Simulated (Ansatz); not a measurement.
Frontier orbitals of CH$_{6}$SSi$_{2}$, SMILES `S[SiH]1C[SiH2]1`.

```xyz
10

S     1.545   -2.059   -0.266
Si    0.789   -0.229    0.507
C    -1.054    0.124    0.262
Si   -0.094    1.249   -0.933
H     1.055   -2.830    0.722
H     1.344    0.159    1.825
H    -1.576    0.608    1.086
H    -1.656   -0.663   -0.186
H    -0.222    0.938   -2.374
H    -0.129    2.702   -0.643
```

Total charge 0; spin multiplicity 1. All single points use the PBE0-D4/def2-TZVP geometry. It is one conformer, not always the lowest. Basis def2-TZVPP, Ansatz.

| functional | HOMO (eV) | LUMO (eV) | gap (eV) |
| --- | --- | --- | --- |
| PBE | -5.81 | -1.19 | 4.62 |
| revPBE | -5.77 | -1.11 | 4.66 |
| r2SCAN | -6.01 | -0.90 | 5.11 |
| B97M-V | -6.04 | -1.00 | 5.04 |
| PBE0 | -6.82 | -0.31 | 6.51 |
| CAM-B3LYP | -8.04 | 0.76 | 8.80 |
| LC-ωPBE | -9.32 | 1.85 | 11.17 |
| ωB97M-V | -8.81 | 1.45 | 10.26 |

From PBE to PBE0 the HOMO moves by −1.01 eV and the LUMO by +0.88 eV, and with ωB97M-V by −2.99 and +2.65 eV, so the gap grows from 4.62 to 10.26 eV with exact exchange. A positive LUMO is unbound and depends on the basis.

LC-ωPBE has ω = 0.4 bohr⁻¹.
